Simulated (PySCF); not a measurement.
**[Gd(H2O)2]3+: from a saddle point downhill**

PySCF 2.14.0, RKS BP86, Gd lcecp-1-SVP with ECP53, O def2-SVP, H def2-SVP; non-relativistic Hamiltonian with scalar-relativistic core potentials where named; density fitting; no spin-orbit coupling. Relaxed within the symmetry of its start, the geometry (D2d) is

```xyz
7

Gd    0.0000    0.0000    0.0000
O     0.0000    0.0000    2.2847
H     0.5518    0.5518    2.9190
H    -0.5518   -0.5518    2.9190
O     0.0000    0.0000   -2.2847
H     0.5518   -0.5518   -2.9190
H    -0.5518    0.5518   -2.9190
```

and its lowest harmonic modes are -65, -65, 172, 409, 410, 626 cm⁻¹ (negative: unstable). It was moved along the lowest mode and relaxed again.

(1) Where does it end, and how much lower?

(2) How do the contacts change?

(3) Is the end a minimum?

An lcecp potential fixes the number of 4f electrons, so in runs with it no electron can move into or out of that shell.

State: singlet in the valence, with the 4f electrons in the core potential.

Results:

(1) In C1, nearly C2, 0.216 eV lower, after 22 steps:
```xyz
7

Gd    1.0927   -0.0754    0.0030
O    -0.1714    0.0629    1.8526
H     0.0867    0.4384    2.7506
H    -1.1122   -0.2566    2.0119
O    -0.1677   -0.0374   -1.8541
H     0.0791   -0.3568   -2.7767
H    -1.0991    0.3192   -1.9874
```

(2) 
| contact | saddle (Å) | end (Å) |
| --- | --- | --- |
| Gd1–O2 (H2O) | 2.285 | 2.245 |
| Gd1–O5 (H2O) | 2.285 | 2.245 |


(3) Yes; lowest modes 32, 57, 127, 426, 430, 626 cm⁻¹.
